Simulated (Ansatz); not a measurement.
**Abstraction of H: C2H3FSi + CCl2F → C2H2FSi + CHCl2F**

Species: C2H3FSi `C#C[SiH2]F`, singlet; CCl2F `F[C](Cl)Cl`, doublet; C2H2FSi `C#C[SiH]F`, doublet; CHCl2F (dichlorofluoromethane) `FC(Cl)Cl`, singlet. A radical takes H: the energy is the difference in strength between the Si–H bond broken and the C–H bond made.

Shapes, held fixed at every level: PBE0-D4/def2-TZVP. Programs: Ansatz 0.2.0. The zero-point and thermal change to 298 K, harmonic and unscaled (PBE0-D4/def2-TZVP), is +8.4 kJ/mol.

```
               level                    kind  ΔH(298 K) (kJ/mol)  less CCSD(T)/CBS estimate  CPU time (sum over the molecules)
         HF/def2-SVP            Hartree–Fock                +1.7                      +14.4                                  –
r2SCAN-D4/def2-TZVPP                meta-GGA               -10.6                       +2.1                               54 s
 B3LYP-D4/def2-TZVPP           global hybrid               -10.5                       +2.2                               34 s
 BHLYP-D4/def2-TZVPP           global hybrid                -5.3                       +7.4                               31 s
  wB97M-V/def2-TZVPP  range-separated hybrid               -10.9                       +1.8                            1.7 min
  wB97X-V/def2-TZVPP  range-separated hybrid                -6.3                       +6.4                               78 s
        MP2/def2-SVP     perturbation theory                -3.5                       +9.2                                  –
CCSD(T)/CBS estimate   coupled cluster or CI               -12.7                        0.0                             11 min
```

The highest level, CCSD(T)/CBS estimate, gives ΔH(298 K) = -12.7 kJ/mol; the levels span -12.7 to +1.7. They disagree on the sign: 1 of 8 are positive. The column of differences is taken from that level and isn't an error. No measured value is set beside it here. Spin contamination: C2H2FSi (⟨S²⟩ up to 0.82). Open shells run unrestricted unless RO is named. The CBS estimate extrapolates MP2 from def2-TZVPP and def2-QZVPP and adds CCSD(T) − MP2 in the triple-zeta set, cores frozen. Times are processor times on shared x86 and Arm servers, and rough.
